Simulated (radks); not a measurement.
Task: As9+, 24 electrons, occupied as [Ar] 3d6. Method: Dirac Kohn-Sham, LDA (Slater exchange, Perdew-Wang correlation), spin-unpolarised, spherical densities, finite nucleus; open shells fill j = l - 1/2 first; Fermi nuclear charge, rms radius 4.0968 fm; computed with a radial shooting solver on a logarithmic mesh with Libxc functionals. Some entries of the table are withheld. Estimate them.

| orbital | occ. | eigenvalue (hartree) | <r> (bohr) | <r^2> (bohr^2) |
|---|---|---|---|---|
| 1s1/2 | 2 | -437.7307 | 0.04556 | 0.002794 |
| 2s1/2 | 2 | -62.54746 | 0.2026 | 0.04847 |
| 2p1/2 | 2 | -56.79131 | (1) | (2) |
| 2p3/2 | 4 | -55.44986 | (3) | (4) |
| 3s1/2 | 2 | -14.21832 | 0.5736 | 0.3768 |
| 3p1/2 | 2 | (5) | 0.5738 | 0.3830 |
| 3p3/2 | 4 | (6) | 0.5823 | 0.3941 |
| 3d3/2 | 4 | (7) | (8) | (9) |
| 3d5/2 | 2 | (10) | (11) | (12) |
| 4s1/2 | 0 | -5.39268 | 1.314 | 1.938 |
| 4p1/2 | 0 | -4.76804 | 1.381 | 2.153 |
| 4p3/2 | 0 | -4.72053 | 1.395 | 2.195 |

Result: 
(1) 2p1/2 <r> (bohr): 0.1747
(2) 2p1/2 <r^2> (bohr^2): 0.03744
(3) 2p3/2 <r> (bohr): 0.1783
(4) 2p3/2 <r^2> (bohr^2): 0.03891
(5) 3p1/2 eigenvalue (hartree): -12.26198
(6) 3p3/2 eigenvalue (hartree): -12.05132
(7) 3d3/2 eigenvalue (hartree): -8.70364
(8) 3d3/2 <r> (bohr): 0.5692
(9) 3d3/2 <r^2> (bohr^2): 0.3887
(10) 3d5/2 eigenvalue (hartree): -8.66805
(11) 3d5/2 <r> (bohr): 0.5718
(12) 3d5/2 <r^2> (bohr^2): 0.3921
